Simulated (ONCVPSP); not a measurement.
Cutoff test, Cr (Z = 24), ONCV

```json
{
 "Element": "Cr (Z = 24)",
 "Generator": "ONCVPSP 4.0.1",
 "Type": "optimised norm-conserving Vanderbilt (ONCV)",
 "Functional": "LDA (Perdew-Zunger)",
 "Relativity": "non-relativistic",
 "Frozen core": "[Ar]",
 "Valence charge": "6",
 "Reference configuration": "3d5 4s1",
 "Partial waves": "4s: rc 2.35 bohr, ncon 4, nbas 7, qcut 3.2 1/bohr, 3 projectors, debl 3 Ha; p scattering state at 0.32 Ha: rc 1.85 bohr, ncon 4, nbas 8, qcut 3.7 1/bohr, local; 3d: rc 2.00 bohr, ncon 4, nbas 9, qcut 7.3 1/bohr, 3 projectors, debl 1.7 Ha",
 "Local potential": "the p channel",
 "Core correction": "Teter function, fcfact 5.75, rcfact 1.35"
}
```

Question: For each optimised wave give the share of its norm inside rc, the residual kinetic energy above qcut (Ha) and the cutoffs (Ha) for errors of 10, 1, 0.1 and 0.01 mHa per electron.

Answer:

```
         wave  norm inside rc  residual KE  10 mHa  1 mHa  0.1 mHa  0.01 mHa
           4s           0.212      2.2e-05     2.0    3.3      4.4       7.4
s projector 2           0.165      4.7e-02     7.3   12.3     28.9      35.6
s projector 3           0.121      4.8e-01    20.6   40.3     46.1      59.8
p projector 1           0.150      2.9e-02    21.1   56.9     73.7     108.6
           3d           0.778      2.3e-05    18.6   22.0     24.9      45.0
d projector 2           0.171      2.1e-04    20.1   24.1     33.4      91.7
d projector 3           0.174      1.5e-03    23.1   27.4     51.0      99.6
```

The occupied waves need 22 Ha and 25 Ha for 1 and 0.1 mHa. The cutoffs count occupied waves only; projector 1 of the p channel, the hardest unoccupied one, needs 57 Ha at the loose tolerance. 2 of 4 tests not solved or not reliable.
